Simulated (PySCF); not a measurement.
AlClBr₂, SMILES [Cl][Al]([Br])[Br]. Atoms are numbered in the order given.

```xyz
4

Al     0.0000     0.0000     0.4202
Cl     0.0000     0.0000     2.5065
Br     0.0000     1.9384    -0.6867
Br     0.0000    -1.9384    -0.6867
```

Coordinates come from a r2SCAN-D4/def2-SVP optimisation. The structure was generated by enumeration; whether it is a known compound was not checked.

Method: PBE/def2-TZVP (PySCF).

ESP charges are fitted to the potential on shells at 1.4 to 2.0 van der Waals radii. Atomic charges (e):

```
atom  Löwdin  ESP fit    IAO
----  ------  -------  -----
Al1    -1.00     0.47   0.80
Cl2     0.34    -0.17  -0.31
Br3     0.33    -0.15  -0.24
Br4     0.33    -0.15  -0.24
```
